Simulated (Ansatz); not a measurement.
InSe, multiplicity 2 (lowest of 2S+1 = 2, 4 at CCSD(T)/def2-TZVPP on PBE0 minima; our sources give no spin for the ground state, which may be another), most abundant isotopes (79.9165 and 114.9039 u). Constants from fifth-degree fits in 1/R to seven points on the lowest solution found; no spin–orbit coupling, no relativity up to Kr; ω_e x_e and α_e move by some per cent with the fit.

Correlated levels freeze the inner cores; with def2 sets outer-core shells near the valence are correlated too.

The values were computed with Ansatz (Gaussian orbitals).  In def2 rows elements past Kr take small-core potentials, without spin–orbit coupling.

```json
[
 {"level": "PBE/def2-TZVPP", "r_e (Å)": "2.4141", "ω_e (cm⁻¹)": "248.6", "ω_e x_e (cm⁻¹)": "0.894", "α_e (cm⁻¹)": "0.000258"},
 {"level": "CCSD(T)/def2-TZVPP", "r_e (Å)": "2.3965", "ω_e (cm⁻¹)": "259.0", "ω_e x_e (cm⁻¹)": "0.943", "α_e (cm⁻¹)": "0.000265"}
]
```

Task: Derive the rotational constants, the centrifugal constant, the fundamental, the zero-point energy and the force constant.

Result: 
μ = 47.13427 u.
- PBE/def2-TZVPP: B_e = 16.8576/(μ r_e²) = 0.061371 cm⁻¹; B₀ = B_e − α_e/2 = 0.061242 cm⁻¹; D = 4B_e³/ω_e² = 1.50e-08 cm⁻¹; fundamental ω_e − 2ω_e x_e = 247 cm⁻¹; zero-point energy ω_e/2 − ω_e x_e/4 = 124 cm⁻¹; k = μ(2πcω_e)² = 172 N/m
- CCSD(T)/def2-TZVPP: B_e = 16.8576/(μ r_e²) = 0.062273 cm⁻¹; B₀ = B_e − α_e/2 = 0.062140 cm⁻¹; D = 4B_e³/ω_e² = 1.44e-08 cm⁻¹; fundamental ω_e − 2ω_e x_e = 257 cm⁻¹; zero-point energy ω_e/2 − ω_e x_e/4 = 129 cm⁻¹; k = μ(2πcω_e)² = 186 N/m

Ansatz is an electronic-structure program.
